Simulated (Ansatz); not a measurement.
Computed with Ansatz on PBE0-D4/def2-TZVP structures; ΔE is electronic, products minus reactants. CCSD(T)/CBS is the MP2 limit (def2-TZVPP, def2-QZVPP) plus CCSD(T) − MP2 in def2-TZVPP, frozen cores. Functionals use def2-TZVPP. Elements past krypton have def2 core potentials. For Te outer-core shells are correlated without core-valence functions, which leaves a few kJ/mol of doubt a bond. Each species was taken in one conformer, which may not be the lowest.

`[F][AlH][NH]C[SiH3]` + `CC[TeH]` → `CC[Te][SiH3]` + `C[NH][AlH][F]`  (ligand exchange at the Si–C bond)

`[F][AlH][NH]C[SiH3]`:

```xyz
12

F    -2.404   -0.458    1.863
Al   -2.327    0.105    0.313
N    -0.811   -0.146   -0.547
C     0.417   -0.760   -0.057
Si    1.833    0.489   -0.010
H    -3.560    0.825   -0.340
H    -0.715    0.199   -1.491
H     0.702   -1.635   -0.657
H     0.252   -1.136    0.957
H     3.121   -0.146    0.385
H     1.990    1.087   -1.365
H     1.505    1.577    0.949
```

`CC[TeH]`:

Z-matrix (Å, degrees):
```
C
C 1 1.514
H 1 1.094 2 110.3
H 1 1.093 2 111.6 3 119.5
H 1 1.093 2 111.6 3 -119.6
Te 2 2.158 1 109.9 3 -180.0
H 2 1.089 1 111.7 3 -61.2
H 2 1.089 1 111.7 3 61.3
H 6 1.658 2 94.0 1 -179.8
```

`CC[Te][SiH3]`:

Z-matrix (Å, degrees):
```
C
C 1 1.513
H 1 1.092 2 111.6
H 1 1.094 2 110.2 3 -119.6
H 1 1.092 2 111.6 3 120.8
Te 2 2.166 1 110.5 3 -60.4
H 2 1.089 1 111.7 3 -179.2
H 2 1.089 1 111.7 3 58.3
Si 6 2.482 2 94.4 1 179.4
H 9 1.485 6 106.8 2 -179.9
H 9 1.487 6 111.3 2 60.5
H 9 1.487 6 111.2 2 -60.3
```

`C[NH][AlH][F]`:

Cartesian coordinates in Å:
```
C -0.114 -0.334 -1.239
N -0.083 0.551 -0.093
Al 0.187 0.107 1.586
F 0.174 1.314 2.715
H 0.664 -0.093 -1.973
H 0.056 -1.366 -0.919
H -1.080 -0.313 -1.755
H -0.238 1.515 -0.349
H 0.434 -1.380 2.027
```

Is it downhill or uphill in electronic energy at CCSD(T)/CBS, and by how much? (An estimate is asked.)

The calculation gave: Downhill: ΔE = -74.3 kJ/mol.

What do these levels give: LDA (SPW92), r2SCANh-D4, r2SCAN0-D4, PBE-QIDH, PBE, BLYP, PBE0, BHLYP, CCSD/def2-SVP, CCSD(T)/def2-SVP, MP2/def2-TZVPP, MP2/CBS(def2)? (Estimate.)

Computed: LDA (SPW92) -66.5, r2SCANh-D4 -74.0, r2SCAN0-D4 -75.2, PBE-QIDH -76.3, PBE -73.1, BLYP -68.2, PBE0 -75.1, BHLYP -70.9, CCSD/def2-SVP -66.8, CCSD(T)/def2-SVP -66.4, MP2/def2-TZVPP -76.0, MP2/CBS(def2) -81.6 kJ/mol.

Largest T1 diagnostic among the species: 0.012.

At CCSD(T), def2-SVP lies +7.8 kJ/mol from the extrapolated value and def2-TZVPP +5.6 kJ/mol. Leaving LDA and LC-ωPBE aside and taking each functional with its dispersion term where it has one, the values, not all of them listed here, spread over 10.7 kJ/mol, from PBE-QIDH to CAM-B3LYP-D4. LDA lies +6.7 kJ/mol from PBE without D4.
